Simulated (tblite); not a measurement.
Compound: C4H10ClSi (doublet state).
Atom-mapped SMILES: `[CH2:1][C@H:2]([SiH3:3])[CH2:4][CH2:5][Cl:6]` (hydrogens: H7, H8 on C1; H9 on C2; H10, H11, H12 on Si3; H13, H14 on C4; H15, H16 on C5)

Computed geometry: GFN2-xTB, gas phase. This method treats the open shell by occupation alone, without spin polarisation.

Give the optimised bond lengths and angles.

| bond | length (Å) |
| --- | --- |
| C1–C2 | 1.454 |
| C2–Si3 | 1.946 |
| C2–C4 | 1.526 |
| C4–C5 | 1.520 |
| C5–Cl6 | 1.784 |
| C1–H7, C1–H8 | 1.072 |
| C2–H9 | 1.093 |
| Si3–H10, Si3–H11, Si3–H12 | 1.462 |
| C4–H13 | 1.092 |
| C4–H14 | 1.091 |
| C5–H15 | 1.090 |
| C5–H16 | 1.090 |

Bonds in one row agree within 0.01 Å and their mean is given. A selection of angles:
| angle | degrees |
| --- | --- |
| C2–C1–H7 | 121.1 |
| C2–C1–H8 | 120.5 |
| H7–C1–H8 | 118.3 |
| C1–C2–Si3 | 103.4 |
| C1–C2–C4 | 114.3 |
| C1–C2–H9 | 111.0 |
| Si3–C2–C4 | 110.5 |
| Si3–C2–H9 | 107.5 |
| C4–C2–H9 | 109.8 |
| C2–Si3–H10 | 107.1 |
| C2–Si3–H11 | 109.9 |
| H10–Si3–H11 | 110.2 |
| H10–Si3–H12 | 112.3 |
| C2–C4–C5 | 110.2 |
| C2–C4–H13 | 110.2 |
| C2–C4–H14 | 109.8 |
| C5–C4–H13 | 109.3 |
| C5–C4–H14 | 109.1 |
| H13–C4–H14 | 108.1 |
| C4–C5–Cl6 | 110.8 |
| C4–C5–H15 | 111.4 |
| C4–C5–H16 | 111.0 |
| Cl6–C5–H15 | 106.8 |
| Cl6–C5–H16 | 107.0 |
| H15–C5–H16 | 109.6 |

Torsions: C1–C2–C4–C5 -67° (synclinal); C2–C4–C5–Cl6 180° (antiperiplanar).

C1 (carbon bonded to C and 2 H) is planar (angles 121.1°, 120.5° and 118.3°, sum 359.9°, 0.02 Å off the plane of its three neighbours). Si3 (silicon bonded to C and 3 H) is tetrahedral (angles from 107.1° to 112.3°). Of the pairs four or more bonds apart, C1···H16 is among the closest relative to their van der Waals radii: 2.75 Å, 95 % of the sum of Bondi's values. The 3 C–C bonds span 1.454 Å (C1–C2, drawn single) to 1.526 Å (C2–C4, drawn single), a spread of 0.072 Å.

Point group: C1 (no symmetry element, even within 0.4 Å). Its GFN2-xTB frequencies are all real (lowest 72 cm⁻¹). Torsions: H–C1–C2–Si3 -89° and 87°, C1–C2–C4–C5 -67°, C2–C4–C5–Cl6 180°. 3 starts were optimised and ended at 0.00, 0.06 and 0.83 kcal/mol (GFN2-xTB); the lowest of these is shown.

One conformer stands for the species.
